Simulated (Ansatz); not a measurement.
Start from `FC[TeH]` and change one atom or group to get `FC(S)[TeH]`.

Ansatz, PBE0-D4/def2-TZVP geometries, multiplicity 1. Each molecule was computed in one conformer, which needn't be the lowest.

Elements past krypton have def2 core potentials.

```
                                                                                  property  `FC[TeH]`
ideal-gas entropy at 298 K and 1 bar (rigid rotor, harmonic PBE0-D4/def2-TZVP) / J/(mol·K)        297
                                                       LUMO energy (B3LYP/def2-TZVPP) / eV      -1.13
                                          size of the dipole moment (B3LYP/def2-TZVPP) / D       1.42
                                                        HOMO energy (PBE0/def2-TZVPP) / eV      -6.56
                                                   HOMO–LUMO gap (ωB97M-V/def2-TZVPP) / eV       9.61
                                        size of the dipole moment (ωB97M-V/def2-TZVPP) / D       1.42
```

Task: What does the change do to each property? (An estimate is asked.)

Result: The calculation gave: 
```
                                                                                  property  `FC(S)[TeH]`  shift
ideal-gas entropy at 298 K and 1 bar (rigid rotor, harmonic PBE0-D4/def2-TZVP) / J/(mol·K)           339     42
                                                       LUMO energy (B3LYP/def2-TZVPP) / eV         -1.54  -0.41
                                          size of the dipole moment (B3LYP/def2-TZVPP) / D          1.58   0.16
                                                        HOMO energy (PBE0/def2-TZVPP) / eV         -6.57  -0.01
                                                   HOMO–LUMO gap (ωB97M-V/def2-TZVPP) / eV          9.26  -0.35
                                        size of the dipole moment (ωB97M-V/def2-TZVPP) / D          1.62   0.20
```

The zero-point energy changes by -2.3 kJ/mol with +3 modes. Dipoles are sizes alone; their direction can turn.

B3LYP here is the variant with VWN-RPA as its local correlation; programs differ in this.

Spin–orbit coupling is left out; it splits and shifts lone-pair levels of the heavy atoms by tenths of an eV.
